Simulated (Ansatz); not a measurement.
The cluster MoO₅H₄⁺. Total charge 1; doublet. Geometry PBE-D4/def2-SVP, that of the neutral singlet; atoms count from 1.

```tsv
atom	x (Å)	y (Å)	z (Å)
Mo1	0.396	-0.067	0.107
O2	1.551	0.418	-1.321
O3	-0.349	1.749	-0.121
O4	1.463	-0.408	1.365
O5	-1.268	-0.940	0.468
O6	-0.818	1.542	1.246
H7	-1.558	-1.755	0.021
H8	0.499	-1.492	-0.828
H9	-1.711	1.132	1.109
H10	1.796	-0.180	-2.048
```

In the def2 sets Mo takes a core potential; there is no spin–orbit coupling. The structure holds one bond between oxygen atoms, so isomers without such links may lie far lower. The structure comes from a short search, and lower isomers may exist.

Question: Estimate the Mulliken populations from the PBE0/def2-TZVP orbitals of Ansatz.

Answer: 
```
atom  charge (e)  spin (α − β)  d electrons
 Mo1        1.35         -0.25         3.79
  O2       -0.50          0.26            –
  O3       -0.13          0.41            –
  O4       -0.34          0.30            –
  O5       -0.60         -0.01            –
  O6       -0.14          0.14            –
  H7        0.40          0.00            –
  H8        0.15          0.16            –
  H9        0.42          0.00            –
 H10        0.41          0.00            –
```
Mulliken values depend strongly on the basis.

Question: Where does the spin sit?

Answer: Summed by element: Mo -0.25, O 1.10, H 0.15, of 1 unpaired in all. Largest on single atoms: O3 0.41, O4 0.30, O2 0.26.

Question: And the Mayer bond orders between heavy atoms (over 0.3)?

Answer: Mo1–O2 1.04 (1.90 Å); Mo1–O3 0.71 (1.98 Å); Mo1–O4 2.02 (1.68 Å); Mo1–O5 1.06 (1.91 Å); O3–O6 0.99 (1.46 Å).
